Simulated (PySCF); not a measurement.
## Spin states of CoCl⁺

Unrestricted PBE0; basis Co def2-TZVPPD, Cl def2-TZVPPD; no relativity; PySCF 2.14. Outer shells of the fragments: Co+ 3d8; Cl 3s2 3p5.

Followed along the bond (rough minima from three points):

```csv
2Ms+1,unpaired,⟨S²⟩ at the start,R at minimum (Å),Te (eV)
4,"π ↑↑, δ ↑",3.76,2.04,0.00
4,"σ ↑, π ↑, δ ↑",3.76,2.05,0.04
4,"σ ↑, π ↑↑",3.76,2.01,0.53
2,"σ ↑, π ↓, δ ↑",1.76,2.07,0.82
2,"σ ↑, π ↓, δ ↑",1.76,2.07,0.85
2,"π ↑↓, δ ↑",1.76,2.05,0.93
```

Solutions found at the starting distance of 2.140 Å, counted from the lowest of them; the search is not exhaustive and high or unbound solutions are not listed, so other states can lie among these:

```csv
2Ms+1,unpaired,term,E (eV),⟨S²⟩,⟨Lz²⟩,μ (D)
4,"π ↑↑, δ ↑",⁴Δ,0.00,3.76,4.00,-5.54
4,"σ ↑, π ↑, δ ↑",mixed,0.02,3.76,5.01,-5.49
4,"σ ↑, π ↑↑",⁴Σ⁻,0.58,3.76,0.00,-5.39
2,"σ ↑, π ↓, δ ↑",mixed,0.75,1.76,5.01,-4.40
2,"σ ↑, π ↓, δ ↑",mixed,0.79,1.76,4.93,-4.47
2,"π ↑↓, δ ↑",mixed,0.89,1.76,5.24,-4.28
2,"π ↑↓, δ ↑",mixed,1.05,1.76,6.02,-4.53
2,"σ ↑, π ↑↓",mixed,1.57,1.76,2.42,-4.91
2,δ ↑,²Δ,1.60,1.01,4.01,-4.86
2,π ↑,mixed,1.77,1.40,1.01,-2.96
```

A term symbol is given only where ⟨S²⟩ and ⟨Lz²⟩ are close to those of a pure state; real π, δ and φ orbitals otherwise mix terms. A positive dipole points towards Cl; it is taken about the centre of mass and depends on that origin.

With d or f electrons several states lie close, and the lowest PBE0 determinant need not be the measured ground state.
